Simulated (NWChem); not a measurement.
PbCl₂, singlet; SMILES [Cl][Pb][Cl]

```xyz
3

Pb     0.0000     0.0000     0.4664
Cl    -1.9063     0.0000    -1.1248
Cl     1.9063     0.0000    -1.1248
```
Atoms are numbered in this order, from 1.

Low-valent species are run as closed-shell singlets; no triplet was tried in these runs. Coordinates come from a PBE0/def2-SVP optimisation. def2 effective core potentials on Pb; no spin-orbit coupling.

Symmetry labels are those of C2v in the frame above (b1 and b2, or b-type labels, depend on it).

List the 6 lowest vertical singlet excitations from PBE/def2-SVP with def2 effective core potentials on Pb, TDA (NWChem).


| state | energy (eV) | oscillator strength | symmetry | leading excitation (squared amplitude) |
|---|---|---|---|---|
| S1 | 3.25 | 0.000 | a2 | HOMO−1 → LUMO (1.00) |
| S2 | 3.31 | 0.006 | b2 | HOMO → LUMO (0.97) |
| S3 | 3.96 | 0.029 | b1 | HOMO−2 → LUMO (0.87) |
| S4 | 4.25 | 0.013 | b2 | HOMO−4 → LUMO (0.97) |
| S5 | 4.46 | 0.015 | a1 | HOMO−3 → LUMO (0.89) |
| S6 | 4.84 | 0.000 | a2 | HOMO−5 → LUMO (1.00) |
